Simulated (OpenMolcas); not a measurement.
# Ti2+: ligand-field states by method

Ti2+ with its 6 nearest fluoride ions at 2.12 Å, on the Zn site of KZnF3 (a = 4.054 Å, distance in the model lattice 2.027 Å). The rest of the host is ab initio model potentials to 7.6 Å, with orthogonalisation functions on the cations behind the ligands, and point charges beyond; the distance is set by hand and nothing relaxes. Ligand basis ANO-RCC-VDZP.
```
Ti    0.0000    0.0000    0.0000
F     2.1200    0.0000    0.0000
F     0.0000    2.1200    0.0000
F    -2.1200    0.0000    0.0000
F     0.0000   -2.1200    0.0000
F     0.0000    0.0000    2.1200
F     0.0000    0.0000   -2.1200
```

```
Program             : OpenMolcas
Basis               : ANO-RCC-VDZP [5s4p2d1f]
Scalar Hamiltonian  : DKH2, point nucleus
Active space        : 2 electrons in 5 orbitals (3d)
State averaging     : 2S+1 = 3 even, 10 roots; 2S+1 = 1 even, 15 roots
Spin-orbit coupling : RASSI with atomic mean-field integrals over the reference wave functions
```

I. CASSCF
II. SS-CASPT2, IPEA 0.25 Eh, imaginary shift 0.1 Eh (closed shells correlated: 3s 3p and the ligand valence shells)

Spin-free states (labels of O, the rotations of Oh) in cm-1, each column counted from its own energy of the first state listed:

| State | Degeneracy | I | II |
| --- | --- | --- | --- |
| 3T1 | 3 | 0 | 0 |
| 3T2 | 3 | 11587 | 12760 |
| 1T2 | 3 | 11974 | 9660 |
| 1E | 2 | 12169 | 10140 |
| 3T1 | 3 | 23364 | 21860 |
| 1A1 | 1 | 24276 | 20260 |
| 3A2 | 1 | 24897 | 26840 |
| 1T2 | 3 | 25773 | 24290 |
| 1T1 | 3 | 28445 | 26780 |
| 1E | 2 | 39342 | 38580 |
| 1A1 | 1 | 57915 | 52190 |

From I to II, I's first state of the same spin (3T2) moves from 11587 to 12760 cm-1, by about +1200 cm-1.

From I to II, I's first state of another spin (1T2) moves from 11974 to 9660 cm-1, by about -2300 cm-1.

I: A least-squares ligand-field fit to the states below 45000 cm-1, each weighted by its degeneracy and with a free common offset, gives 10Dq = 13424 cm-1, B = 862 cm-1 and C = 3220 cm-1 (C/B = 3.74), with an rms deviation of 205 cm-1. The same method and metal basis give the free ion B = 884 cm-1 (fit to its terms below 60000 cm-1, rms deviation 77 cm-1), so the nephelauxetic ratio is β = 862 / 884 = 0.98; it hangs on how both fits weigh the states, and computed free-ion B values tend to be too large, so β mixes covalency with correlation.

II: A least-squares ligand-field fit to the states below 45000 cm-1, each weighted by its degeneracy and with a free common offset, gives 10Dq = 14345 cm-1, B = 686 cm-1 and C = 2726 cm-1 (C/B = 3.98), with an rms deviation of 216 cm-1. The same method and metal basis give the free ion B = 805 cm-1 (fit to its terms below 60000 cm-1, rms deviation 737 cm-1), so the nephelauxetic ratio is β = 686 / 805 = 0.85; it hangs on how both fits weigh the states, and computed free-ion B values tend to be too large, so β mixes covalency with correlation.

From I to II, 10Dq changes by +7 %, B by -20 % and C by -15 %.

χT at 300 K: I 1.09, II 1.09 cm3 K/mol.

Roots that are degenerate in the reference are averaged as groups; the widest CASPT2 spread within a group is 480 cm-1 (the 3-fold group of multiplicity 1 near 26800 cm-1 above the lowest state of its run, II). Shifts and gaps below about the spread of the groups concerned are not significant. Over all roots computed the reference weight is 0.74 to 0.75 in II; a low but even weight reflects the number of correlated electrons. An orbital triplet at a regular site is open to Jahn-Teller coupling, which can distort the site and quench the lowest spin-orbit gaps and is left out. Ligand-to-metal charge-transfer states are missing. With no ligand orbital active B as a rule stays too high, so bands that hang on it stand too high and its fall with covalency is understated. Without dynamic correlation the repulsion within the d shell is too large (B by tens of per cent), so at a given field states of lower spin stand too high (holds for I). With metal d orbitals alone and no dynamic correlation 10Dq can be off by a tenth to a fifth, either way, in oxide and fluoride hosts (holds for I). With one d shell and no ligand orbital active, 10Dq can be off by tens of per cent for divalent 3d ions, low with halides held by bare charges and at times high in hosts (holds for II). Free-ion shares, where given, are those of the reference states; single-state CASPT2 does not remix them (holds for II). No measured value stands beside these numbers; the geometry was set by hand and not optimised.
